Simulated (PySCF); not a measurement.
Electronic absorption of C6H6N2

Compound: C₆H₆N₂.
Numbering: `[CH:1]#[C:2][C@:3]([CH3:4])([C:5]#[N:6])[N:7]=[CH2:8]` (hydrogens: H9 on C1; H10, H11, H12 on C4; H13, H14 on C8)

Computed with PySCF, TDDFT PBE0/def2-SVPD, vertical, gas phase, core orbitals frozen in the response. The structure is a single PBE0-D3(BJ)/def2-SVP conformer in the gas phase; no vibrational or solvent corrections. Torsions of this conformer, `[CH:1]#[C:2][C@:3]([CH3:4])([C:5]#[N:6])[N:7]=[CH2:8]`: C2–C3–N7–C8 119°.

```json
{"state": "S1", "E (eV)": "5.14", "λ (nm)": "241.4", "f": "0.0013", "main configurations (H = HOMO, L = LUMO)": "H→L (93%)"}
{"state": "S2", "E (eV)": "6.02", "λ (nm)": "206.0", "f": "0.0009", "main configurations (H = HOMO, L = LUMO)": "H-1→L (82%), H-1→L+1 (12%)"}
{"state": "S3", "E (eV)": "6.32", "λ (nm)": "196.2", "f": "0.035", "main configurations (H = HOMO, L = LUMO)": "H-2→L (79%), H-1→L+2 (8%)"}
{"state": "S4", "E (eV)": "6.67", "λ (nm)": "186.0", "f": "0.0011", "main configurations (H = HOMO, L = LUMO)": "H-2→L+2 (30%), H-1→L+1 (15%), H-2→L+1 (14%)"}
{"state": "S5", "E (eV)": "6.81", "λ (nm)": "182.1", "f": "0.011", "main configurations (H = HOMO, L = LUMO)": "H→L+1 (69%), H-1→L+1 (15%)"}
{"state": "S6", "E (eV)": "6.89", "λ (nm)": "179.8", "f": "0.0078", "main configurations (H = HOMO, L = LUMO)": "H-1→L+1 (35%), H-2→L+2 (28%), H→L+2 (9%)"}
{"state": "S7", "E (eV)": "6.96", "λ (nm)": "178.2", "f": "0.016", "main configurations (H = HOMO, L = LUMO)": "H-2→L+1 (44%), H-1→L+2 (22%), H→L+1 (9%)"}
{"state": "S8", "E (eV)": "7.16", "λ (nm)": "173.2", "f": "0.017", "main configurations (H = HOMO, L = LUMO)": "H→L+2 (77%), H-2→L+2 (16%)"}
{"state": "S9", "E (eV)": "7.41", "λ (nm)": "167.4", "f": "0.0089", "main configurations (H = HOMO, L = LUMO)": "H-3→L (40%), H-4→L (21%), H-3→L+1 (17%)"}
{"state": "S10", "E (eV)": "7.65", "λ (nm)": "162.0", "f": "0.061", "main configurations (H = HOMO, L = LUMO)": "H-3→L (12%), H-3→L+1 (12%), H-2→L+4 (10%)"}
```

Triplets, Tamm–Dancoff:

| state | E (eV) | λ (nm) | main configurations (H = HOMO, L = LUMO) |
| --- | --- | --- | --- |
| T1 | 4.28 | 289.6 | H→L (88%) |
| T2 | 4.92 | 252.2 | H-3→L (39%), H-2→L (24%), H-4→L (13%) |
| T3 | 5.16 | 240.3 | H-2→L+1 (22%), H-1→L+2 (15%), H-2→L (10%) |
| T4 | 5.57 | 222.5 | H-1→L (43%), H-1→L+1 (22%), H-2→L+2 (10%) |

The lowest singlet lies at 5.14 eV (241 nm, ultraviolet) and is very weak; its leading configuration is HOMO→LUMO (93%). The strongest level in the table is S10 at 7.65 eV (162 nm, f = 0.061). It is the last of those listed, so stronger ones may follow. Löwdin shares by element: HOMO nitrogen 53% or more, carbon 22% or more, hydrogen 6% or more (atoms not listed hold the other 19%); LUMO carbon 37% or more, nitrogen 33% or more, hydrogen 13% or more (atoms not listed hold the other 18%). Of the 10 states listed, 5 reach f = 0.01 and none stays under 0.0005. Weighted by f, the mean energy of these states is 7.10 eV. The listed states span 2.52 eV, and the widest gap between neighbours is 0.88 eV (S1 to S2). All these states lie below the vertical ionisation energy of 10.17 eV (ΔSCF). Singlets were solved by full linear response, triplets in the Tamm–Dancoff approximation.

Hardware: one thread of an Arm Neoverse N1 (shared host). Cost: 7.6 min of wall time.
